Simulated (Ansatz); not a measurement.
A short molecular-dynamics run on `[CH3][GeH]([F])[SiH3]`.

```yaml
crystal:
  periodic: [false, false, false]
  atoms:
    - {symbol: C, position_ang: [-1.020137, 1.435704, -0.418907]}
    - {symbol: Ge, position_ang: [0.583088, 0.336748, -0.457464]}
    - {symbol: F, position_ang: [1.813966, 1.270016, 0.378853]}
    - {symbol: Si, position_ang: [0.420584, -1.728872, 0.729591]}
    - {symbol: H, position_ang: [-1.337400, 1.600957, 0.610966]}
    - {symbol: H, position_ang: [-1.828242, 0.943500, -0.963430]}
    - {symbol: H, position_ang: [-0.814374, 2.398973, -0.887231]}
    - {symbol: H, position_ang: [1.120411, 0.174859, -1.895164]}
    - {symbol: H, position_ang: [-0.022032, -1.469542, 2.124273]}
    - {symbol: H, position_ang: [1.733686, -2.422246, 0.741714]}
    - {symbol: H, position_ang: [-0.584149, -2.596998, 0.057399]}
basis:
  gaussian: {orbitals: "6-31G*"}
hamiltonian: {xc: {name: BLYP}}
md: {timestep: 0.5 fs, n_steps: 30, ensemble: nve, temperature: 1500, initial_velocities: maxwell_boltzmann, seed: 783}
```

```sh
$ ansatz run in.yaml --threads 4 --pin off --events-out ev --progress --plain --max-ram 10444MiB
```

| step | time (fs) | potential energy (eV) | kinetic (eV) | T (K) | conserved (eV) |
| --- | --- | --- | --- | --- | --- |
| 0 | 0.0 | -68256.7432 | 1.7450 | 1500 | -68254.9982 |
| 1 | 0.5 | -68256.7121 | 1.7144 | 1474 | -68254.9977 |
| 2 | 1.0 | -68256.6267 | 1.6303 | 1401 | -68254.9964 |
| 3 | 1.5 | -68256.5083 | 1.5138 | 1301 | -68254.9945 |
| 4 | 2.0 | -68256.3855 | 1.3925 | 1197 | -68254.9930 |
| 5 | 2.5 | -68256.2817 | 1.2894 | 1108 | -68254.9924 |
| 6 | 3.0 | -68256.2068 | 1.2141 | 1044 | -68254.9927 |
| 7 | 3.5 | -68256.1554 | 1.1618 | 999 | -68254.9936 |
| 8 | 4.0 | -68256.1140 | 1.1196 | 962 | -68254.9944 |
| 9 | 4.5 | -68256.0695 | 1.0747 | 924 | -68254.9948 |
| 10 | 5.0 | -68256.0146 | 1.0199 | 877 | -68254.9948 |
| 11 | 5.5 | -68255.9490 | 0.9546 | 821 | -68254.9944 |
| 12 | 6.0 | -68255.8770 | 0.8831 | 759 | -68254.9939 |
| 13 | 6.5 | -68255.8063 | 0.8129 | 699 | -68254.9934 |
| 14 | 7.0 | -68255.7458 | 0.7530 | 647 | -68254.9928 |
| 15 | 7.5 | -68255.7049 | 0.7127 | 613 | -68254.9923 |
| 16 | 8.0 | -68255.6917 | 0.6997 | 601 | -68254.9920 |
| 17 | 8.5 | -68255.7102 | 0.7181 | 617 | -68254.9922 |
| 18 | 9.0 | -68255.7577 | 0.7648 | 657 | -68254.9928 |
| 19 | 9.5 | -68255.8234 | 0.8295 | 713 | -68254.9939 |
| 20 | 10.0 | -68255.8904 | 0.8952 | 769 | -68254.9952 |
| 21 | 10.5 | -68255.9394 | 0.9431 | 811 | -68254.9963 |
| 22 | 11.0 | -68255.9548 | 0.9579 | 823 | -68254.9968 |
| 23 | 11.5 | -68255.9292 | 0.9326 | 802 | -68254.9966 |
| 24 | 12.0 | -68255.8672 | 0.8715 | 749 | -68254.9957 |
| 25 | 12.5 | -68255.7847 | 0.7904 | 679 | -68254.9943 |
| 26 | 13.0 | -68255.7044 | 0.7114 | 612 | -68254.9930 |
| 27 | 13.5 | -68255.6474 | 0.6551 | 563 | -68254.9922 |
| 28 | 14.0 | -68255.6255 | 0.6332 | 544 | -68254.9923 |
| 29 | 14.5 | -68255.6390 | 0.6462 | 555 | -68254.9928 |
| 30 | 15.0 | -68255.6795 | 0.6859 | 590 | -68254.9936 |

Velocities are drawn at the set temperature; a run this short doesn't reach equilibrium.

Frames (Å, forces in eV/Å):

```xyz
11
time=0.0 fs
C    -1.020    1.436   -0.419   -0.214    0.113   -0.030
Ge    0.583    0.337   -0.457   -0.122   -0.343   -0.074
F     1.814    1.270    0.379    0.600    0.444    0.362
Si    0.421   -1.729    0.730   -0.024   -0.052   -0.046
H    -1.337    1.601    0.611   -0.109    0.057    0.317
H    -1.828    0.944   -0.963   -0.272   -0.145   -0.172
H    -0.814    2.399   -0.887    0.049    0.306   -0.148
H     1.120    0.175   -1.895    0.116   -0.074   -0.391
H    -0.022   -1.470    2.124   -0.051   -0.014    0.197
H     1.734   -2.422    0.742    0.159   -0.131    0.037
H    -0.584   -2.597    0.057   -0.132   -0.162   -0.052
11
time=1.0 fs
C    -1.017    1.429   -0.413    1.155    1.541   -0.600
Ge    0.582    0.342   -0.463    0.183   -0.916   -0.538
F     1.811    1.264    0.388    0.591    0.464    0.226
Si    0.423   -1.732    0.739    0.391   -0.016   -0.629
H    -1.364    1.576    0.584   -0.150    0.325    1.230
H    -1.807    0.976   -0.936   -1.323   -0.845   -1.160
H    -0.773    2.413   -0.897   -0.282   -0.488    0.372
H     1.119    0.089   -1.951   -0.133    0.190    0.393
H    -0.036   -1.485    2.102   -0.111    0.041    0.723
H     1.733   -2.452    0.687    0.032   -0.004    0.170
H    -0.568   -2.590    0.066   -0.352   -0.291   -0.187
11
time=2.0 fs
C    -1.013    1.423   -0.407    1.993    2.463   -0.881
Ge    0.580    0.347   -0.468    0.423   -1.492   -0.821
F     1.809    1.258    0.398    0.574    0.479    0.101
Si    0.426   -1.734    0.749    0.763   -0.027   -1.161
H    -1.392    1.554    0.568   -0.110    0.499    1.723
H    -1.798    1.000   -0.920   -1.968   -1.248   -1.850
H    -0.734    2.422   -0.903   -0.575   -0.981    0.738
H     1.115    0.006   -2.004   -0.301    0.466    0.976
H    -0.051   -1.500    2.086   -0.159    0.077    1.152
H     1.732   -2.481    0.633   -0.120    0.139    0.311
H    -0.555   -2.586    0.073   -0.520   -0.374   -0.288
11
time=3.0 fs
C    -1.007    1.419   -0.403    1.546    2.617   -0.993
Ge    0.579    0.352   -0.474    0.612   -2.037   -0.922
F     1.807    1.253    0.407    0.552    0.489   -0.015
Si    0.430   -1.737    0.758    0.973   -0.068   -1.535
H    -1.422    1.537    0.568    0.123    0.536    1.525
H    -1.807    1.013   -0.922   -1.626   -1.086   -1.813
H    -0.701    2.422   -0.902   -0.782   -1.133    0.920
H     1.110   -0.073   -2.048   -0.391    0.717    1.350
H    -0.067   -1.514    2.081   -0.150    0.076    1.359
H     1.731   -2.509    0.583   -0.257    0.275    0.453
H    -0.547   -2.586    0.078   -0.600   -0.385   -0.329
11
time=4.0 fs
C    -1.000    1.418   -0.399    0.040    2.168   -0.990
Ge    0.578    0.356   -0.480    0.767   -2.529   -0.881
F     1.805    1.248    0.417    0.527    0.494   -0.121
Si    0.433   -1.740    0.767    0.949   -0.123   -1.688
H    -1.449    1.525    0.583    0.516    0.470    0.800
H    -1.832    1.016   -0.940   -0.513   -0.540   -1.164
H    -0.675    2.412   -0.892   -0.878   -0.965    0.919
H     1.100   -0.146   -2.078   -0.421    0.927    1.556
H    -0.085   -1.528    2.089   -0.053    0.030    1.279
H     1.726   -2.534    0.537   -0.353    0.385    0.586
H    -0.545   -2.589    0.079   -0.581   -0.316   -0.297
11
time=5.0 fs
C    -0.993    1.418   -0.395   -1.659    1.427   -0.816
Ge    0.576    0.360   -0.485    0.892   -2.956   -0.742
F     1.804    1.243    0.427    0.496    0.493   -0.221
Si    0.437   -1.742    0.775    0.699   -0.179   -1.638
H    -1.472    1.517    0.605    0.914    0.363   -0.045
H    -1.861    1.013   -0.969    0.659    0.016   -0.368
H    -0.658    2.392   -0.874   -0.849   -0.487    0.739
H     1.086   -0.209   -2.094   -0.411    1.093    1.638
H    -0.103   -1.541    2.109    0.126   -0.045    0.955
H     1.719   -2.556    0.497   -0.392    0.455    0.699
H    -0.548   -2.595    0.078   -0.475   -0.180   -0.200
11
time=6.0 fs
C    -0.988    1.419   -0.393   -2.989    0.545   -0.493
Ge    0.575    0.364   -0.491    0.983   -3.296   -0.535
F     1.803    1.238    0.436    0.459    0.484   -0.318
Si    0.441   -1.745    0.782    0.292   -0.223   -1.465
H    -1.487    1.513    0.627    1.187    0.254   -0.707
H    -1.884    1.011   -1.002    1.465    0.398    0.273
H    -0.648    2.368   -0.849   -0.684    0.277    0.397
H     1.069   -0.262   -2.094   -0.370    1.218    1.629
H    -0.120   -1.555    2.138    0.345   -0.127    0.500
H     1.708   -2.573    0.463   -0.371    0.479    0.783
H    -0.555   -2.603    0.074   -0.318   -0.009   -0.065
11
time=7.0 fs
C    -0.984    1.421   -0.391   -3.798   -0.361   -0.149
Ge    0.574    0.368   -0.497    1.031   -3.529   -0.271
F     1.802    1.234    0.445    0.417    0.466   -0.414
Si    0.445   -1.748    0.790   -0.184   -0.240   -1.251
H    -1.490    1.511    0.642    1.281    0.155   -1.069
H    -1.894    1.012   -1.032    1.853    0.597    0.689
H    -0.645    2.347   -0.820   -0.415    1.187   -0.025
H     1.048   -0.304   -2.079   -0.305    1.302    1.541
H    -0.133   -1.570    2.172    0.556   -0.196    0.036
H     1.693   -2.586    0.437   -0.290    0.457    0.832
H    -0.566   -2.611    0.070   -0.146    0.164    0.081
11
time=8.0 fs
C    -0.984    1.422   -0.388   -4.009   -0.987    0.002
Ge    0.574    0.371   -0.503    1.027   -3.632    0.057
F     1.801    1.230    0.454    0.370    0.438   -0.509
Si    0.449   -1.751    0.796   -0.662   -0.215   -1.047
H    -1.480    1.510    0.647    1.186    0.066   -1.106
H    -1.886    1.019   -1.056    1.880    0.647    0.895
H    -0.646    2.337   -0.791   -0.160    1.887   -0.355
H     1.024   -0.333   -2.049   -0.214    1.338    1.369
H    -0.142   -1.587    2.207    0.726   -0.240   -0.359
H     1.676   -2.595    0.418   -0.154    0.388    0.843
H    -0.578   -2.617    0.067    0.011    0.310    0.211
11
time=9.0 fs
C    -0.987    1.423   -0.386   -3.497   -0.932   -0.219
Ge    0.573    0.373   -0.509    0.966   -3.582    0.476
F     1.800    1.226    0.463    0.320    0.399   -0.604
Si    0.453   -1.754    0.802   -1.099   -0.139   -0.872
H    -1.460    1.511    0.642    0.904   -0.010   -0.804
H    -1.860    1.032   -1.072    1.572    0.560    0.882
H    -0.649    2.345   -0.766   -0.074    1.960   -0.422
H     0.998   -0.349   -2.005   -0.093    1.309    1.087
H    -0.143   -1.606    2.238    0.839   -0.257   -0.650
H     1.657   -2.600    0.408    0.028    0.278    0.816
H    -0.590   -2.621    0.066    0.134    0.414    0.310
11
time=10.0 fs
C    -0.993    1.422   -0.385   -2.227   -0.113   -0.733
Ge    0.572    0.375   -0.515    0.840   -3.357    1.031
F     1.800    1.222    0.472    0.268    0.352   -0.697
Si    0.457   -1.757    0.808   -1.469   -0.015   -0.728
H    -1.431    1.511    0.629    0.455   -0.068   -0.172
H    -1.819    1.050   -1.079    0.902    0.324    0.593
H    -0.652    2.371   -0.744   -0.188    1.337   -0.239
H     0.971   -0.353   -1.952    0.072    1.184    0.649
H    -0.137   -1.627    2.262    0.894   -0.250   -0.828
H     1.638   -2.602    0.405    0.240    0.137    0.755
H    -0.601   -2.620    0.068    0.213    0.469    0.371
11
time=11.0 fs
C    -1.000    1.422   -0.383   -0.405    1.132   -1.177
Ge    0.572    0.377   -0.521    0.650   -2.942    1.776
F     1.800    1.218    0.480    0.214    0.300   -0.786
Si    0.460   -1.760    0.814   -1.747    0.142   -0.624
H    -1.398    1.511    0.615   -0.081   -0.108    0.671
H    -1.770    1.071   -1.081   -0.140   -0.069   -0.038
H    -0.658    2.409   -0.725   -0.381    0.382    0.015
H     0.945   -0.345   -1.893    0.291    0.925    0.001
H    -0.121   -1.651    2.279    0.893   -0.221   -0.896
H     1.622   -2.603    0.410    0.459   -0.016    0.667
H    -0.610   -2.615    0.073    0.247    0.474    0.391
11
time=12.0 fs
C    -1.008    1.423   -0.383    1.476    2.360   -1.166
Ge    0.572    0.378   -0.526    0.401   -2.339    2.738
F     1.799    1.215    0.487    0.161    0.245   -0.866
Si    0.462   -1.763    0.819   -1.899    0.305   -0.579
H    -1.365    1.509    0.607   -0.552   -0.153    1.393
H    -1.722    1.092   -1.083   -1.355   -0.543   -0.914
H    -0.667    2.451   -0.705   -0.523   -0.488    0.192
H     0.921   -0.329   -1.833    0.570    0.505   -0.884
H    -0.098   -1.677    2.288    0.837   -0.171   -0.853
H     1.610   -2.604    0.421    0.648   -0.152    0.567
H    -0.616   -2.606    0.082    0.236    0.431    0.373
11
time=13.0 fs
C    -1.015    1.426   -0.384    2.666    3.195   -0.722
Ge    0.571    0.379   -0.532    0.125   -1.621    3.838
F     1.799    1.211    0.495    0.110    0.194   -0.934
Si    0.464   -1.766    0.825   -1.886    0.444   -0.619
H    -1.338    1.506    0.612   -0.806   -0.236    1.560
H    -1.687    1.107   -1.094   -2.203   -0.864   -1.545
H    -0.680    2.489   -0.684   -0.567   -1.075    0.252
H     0.904   -0.308   -1.782    0.882   -0.034   -1.923
H    -0.066   -1.705    2.288    0.731   -0.105   -0.695
H     1.604   -2.606    0.438    0.768   -0.242    0.469
H    -0.621   -2.592    0.094    0.179    0.344    0.318
11
time=14.0 fs
C    -1.019    1.431   -0.385    2.646    3.379   -0.334
Ge    0.571    0.379   -0.536   -0.104   -0.974    4.801
F     1.799    1.208    0.502    0.063    0.149   -0.990
Si    0.465   -1.769    0.830   -1.681    0.535   -0.768
H    -1.318    1.501    0.632   -0.826   -0.355    1.035
H    -1.673    1.115   -1.119   -2.172   -0.796   -1.328
H    -0.700    2.517   -0.660   -0.519   -1.346    0.215
H     0.894   -0.287   -1.750    1.149   -0.523   -2.830
H    -0.028   -1.734    2.282    0.579   -0.027   -0.418
H     1.605   -2.611    0.459    0.784   -0.261    0.385
H    -0.623   -2.575    0.110    0.082    0.219    0.232
11
time=15.0 fs
C    -1.022    1.439   -0.386    1.700    2.931   -0.273
Ge    0.571    0.380   -0.540   -0.189   -0.647    5.215
F     1.799    1.205    0.508    0.020    0.114   -1.031
Si    0.466   -1.772    0.835   -1.292    0.569   -1.028
H    -1.306    1.492    0.661   -0.715   -0.462    0.120
H    -1.679    1.115   -1.157   -1.414   -0.402   -0.329
H    -0.724    2.532   -0.635   -0.399   -1.307    0.107
H     0.896   -0.271   -1.744    1.258   -0.717   -3.185
H     0.016   -1.763    2.272    0.392    0.057   -0.033
H     1.614   -2.618    0.483    0.688   -0.201    0.315
H    -0.625   -2.557    0.128   -0.049    0.065    0.123
```

Hardware: 4 threads of an Arm Neoverse V1 on a shared host. Wall time 35 s, peak host memory 0.15 GiB.
